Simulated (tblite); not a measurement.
Species: C6H11FOS.
Structure used (GFN2-xTB), in Å, numbered top down from 1:
```
atom  x, y, z in Å
C1    -1.3117   -1.5349    0.7874
O2    -0.7006   -1.0883   -0.3955
C3    -0.7169    0.3193   -0.5539
C4    -0.3232    0.6388   -1.9925
C5     0.1944    1.0323    0.4245
C6    -0.2548    1.8415    1.3772
F7    -1.5651    2.0972    1.5488
S8     1.9551    0.9369    0.2533
C9     2.2465   -0.8608    0.1586
H10   -0.8023   -1.1494    1.6787
H11   -2.3642   -1.2299    0.8269
H12   -1.2470   -2.6210    0.7747
H13   -1.7415    0.6842   -0.3686
H14   -0.4177    1.7063   -2.1706
H15   -0.9779    0.0979   -2.6698
H16    0.7034    0.3393   -2.1831
H17    0.3652    2.3861    2.0725
H18    3.2939   -0.9789   -0.0993
H19    2.0484   -1.3055    1.1292
H20    1.6110   -1.3004   -0.6014
```

Level: GFN2-xTB in tblite, geometry and Hessian alike; calculated harmonic values, unscaled, isolated species. This tight-binding method is rough: wavenumbers can miss measured ones by several per cent, in bad cases by 10 to 20. One conformer, not necessarily the lowest.

Harmonic wavenumbers (cm⁻¹): 41.3, 71.0, 93.1, 107.7, 161.2, 167.9, 171.3, 193.8, 223.0, 247.1, 284.3, 303.2, 402.1, 431.4, 549.8, 602.3, 694.2, 719.2, 789.4, 894.5, 936.9, 948.2, 963.5, 1060.5, 1077.9, 1097.5, 1111.9, 1132.3, 1136.8, 1192.5, 1253.1, 1300.4, 1311.3, 1329.1, 1397.2, 1408.2, 1435.4, 1448.4, 1468.7, 1473.1, 1480.9, 1492.9, 1667.1, 2840.8, 2905.1, 2927.3, 3030.2, 3033.6, 3050.3, 3052.8, 3053.9, 3056.2, 3067.3, 3092.1.

A = 1390, B = 1190, C = 915.5 MHz; mass 150.051 u (most abundant isotopes); point group C1, symmetry number 1.

Task: What is the zero-point energy?

Result: ½Σν̃ = 34691 cm⁻¹ = 414.99 kJ/mol.

Task: Entropy at 400 K, 1 bar (ideal gas, RRHO, classical rotation)?

Result: Translation 177.46, rotation 128.10, vibration 203.87: S = 509.4 J/(mol K).

Task: And Cp and H(400 K) − H(0)?

Result: Cp = 218.71 J/(mol K), of which vibrations give 185.45 (their classical limit is 54 R = 449.0); H(400 K) − H(0) = 54.02 kJ/mol without the zero-point energy, 40.72 from vibrations.

Task: What must be added to the electronic energy to get the Gibbs energy at 400 K and 1 bar?

Result: ZPE + [H(400 K) − H(0)] − T·S = 414.99 + 54.02 − 203.77 = 265.24 kJ/mol.

Task: How do the functions run with temperature in this model?

Result: 
| T (K) | S (J/(mol K)) | Cp (J/(mol K)) | H − H(0) (kJ/mol) | G − H(0) (kJ/mol) | ln q(vib) |
| --- | --- | --- | --- | --- | --- |
| 50 | 252.9 | 62.3 | 2.22 | -10.43 | 0.65 |
| 100 | 307.3 | 96.6 | 6.24 | -24.49 | 2.25 |
| 298.15 | 451.3 | 178.3 | 33.78 | -100.78 | 9.08 |
| 373.15 | 494.6 | 208.4 | 48.29 | -136.27 | 11.45 |
| 500 | 562.1 | 254.0 | 77.70 | -203.36 | 15.27 |
| 750 | 678.5 | 319.7 | 150.01 | -358.86 | 22.28 |
| 1000 | 776.8 | 363.2 | 235.72 | -541.11 | 28.66 |

q(vib) and H(0) count from the zero-point level.

Hindered rotation and anharmonicity are outside this model. Other conformers, if any are populated, would add a mixing term that is left out. The structure is chiral; the term R ln 2 for an equal mix with its mirror image is left out.

On Arm Neoverse V1, one thread (shared host), this took 0.84 s of wall time. The figure is for the frequency step alone.
